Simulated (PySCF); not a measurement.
**How methods differ on the ionisation energy of Eu⁺**

Eu⁺ [Xe] 4f7 6s1 (9S) → Eu²⁺ [Xe] 4f7 (8S), as a difference of total energies. Calculation: PySCF 2.14, in cc-pVDZ-X2C; scalar relativity by spin-free X2C-1e. Correlated levels: valence: [Kr] 4d10 frozen. The calculations carry no spin-orbit coupling.

Order these methods by the ionisation energy they give, lowest first.
A. CCSD (valence)
B. SCS-MP2 (valence)
C. UHF
D. CCSD(T) (valence)

C (10.441 eV), B (10.919 eV), A (11.007 eV), D (11.065 eV).

Errors of the correlated levels include the incompleteness of this basis and the frozen core.

For comparison: 11.24 ± 0.006 eV (semi-empirical (NIST evaluation); NIST Atomic Spectra Database, ionization energies).
